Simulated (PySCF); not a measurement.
N⁺: excitation energy

N⁺ [He] 2s2 2p2 (3P) → N⁺ [He] 2s1 2p3, s spin flipped, as a difference of total energies. Computed with PySCF 2.14 in aug-cc-pCVTZ-DK (7s6p4d2f, 59 functions), with scalar relativity by spin-free X2C-1e. Correlated levels: valence: 1s2 frozen; valence and next inner shell: nothing frozen. The calculations carry no spin-orbit coupling.

```tsv
method	excitation energy (eV)
UHF	16.282
LDA	11.425
PBE	11.959
PBE0	13.030
r2SCAN	13.330
BP86	11.969
revPBE	12.070
TPSS	12.598
r2SCAN0	13.950
MP2 (valence)	14.206
SCS-MP2 (valence)	14.034
MP2 (valence and next inner shell)	14.112
SCS-MP2 (valence and next inner shell)	13.977
```

Problem. How much does correlation contribute at MP2 (valence and next inner shell)?

Solution. 14.112 − (16.282) = -2.170 eV, measured against UHF.

The upper determinant mixes two multiplicities, so it lies between the two terms.
